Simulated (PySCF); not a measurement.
# SMILES O=S(=O)(/C=C/O)C(F)(F)F, C3H3F3O3S

Molfile (atoms numbered from 1):
```
C3H3F3O3S
     RDKit          3D

 13 12  0  0  0  0  0  0  0  0999 V2000
   -0.4893   -0.9719   -1.6720 O   0  0  0  0  0  0  0  0  0  0  0  0
   -0.7025   -0.9888   -0.2591 S   0  0  0  0  0  6  0  0  0  0  0  0
   -1.2605   -2.1434    0.3622 O   0  0  0  0  0  0  0  0  0  0  0  0
    0.7354   -0.4234    0.5812 C   0  0  0  0  0  0  0  0  0  0  0  0
    1.6667    0.1844   -0.1484 C   0  0  0  0  0  0  0  0  0  0  0  0
    2.7894    0.6872    0.3633 O   0  0  0  0  0  0  0  0  0  0  0  0
   -1.8927    0.4467    0.0921 C   0  0  0  0  0  0  0  0  0  0  0  0
   -1.3528    1.5676   -0.3952 F   0  0  0  0  0  0  0  0  0  0  0  0
   -2.0387    0.6075    1.4066 F   0  0  0  0  0  0  0  0  0  0  0  0
   -3.0840    0.2743   -0.4552 F   0  0  0  0  0  0  0  0  0  0  0  0
    0.7757   -0.5850    1.6403 H   0  0  0  0  0  0  0  0  0  0  0  0
    1.4979    0.2651   -1.2173 H   0  0  0  0  0  0  0  0  0  0  0  0
    3.3511    1.0804   -0.3163 H   0  0  0  0  0  0  0  0  0  0  0  0
  1  2  2  0
  2  3  2  0
  2  4  1  0
  4  5  2  0
  5  6  1  0
  2  7  1  0
  7  8  1  0
  7  9  1  0
  7 10  1  0
  4 11  1  0
  5 12  1  0
  6 13  1  0
M  END
```

Computed with quadratic response PBE0/aug-cc-pVDZ first hyperpolarisability, Taylor convention, gas phase in PySCF 2.14.0. Geometry: GFN2-xTB.

**Question.** Give the tensor of the second harmonic β(−2ω;ω,ω) at 1907 nm in the axes of these coordinates.

**Answer.** In au, Taylor convention; rows are the first index (the induced dipole):
|  | xx | yy | zz | xy | xz | yz |
| --- | --- | --- | --- | --- | --- | --- |
| x | +34.0 | -12.8 | -18.1 | +39.6 | +45.2 | +20.6 |
| y | +40.3 | +37.7 | +7.2 | -13.0 | +20.6 | +8.1 |
| z | +44.2 | +7.9 | -20.0 | +20.2 | -18.1 | +7.0 |

Norm of βᵢ = ⅓ Σⱼ (βᵢⱼⱼ + βⱼᵢⱼ + βⱼⱼᵢ): 90.8 au, hyper-Rayleigh value 48.5 au.
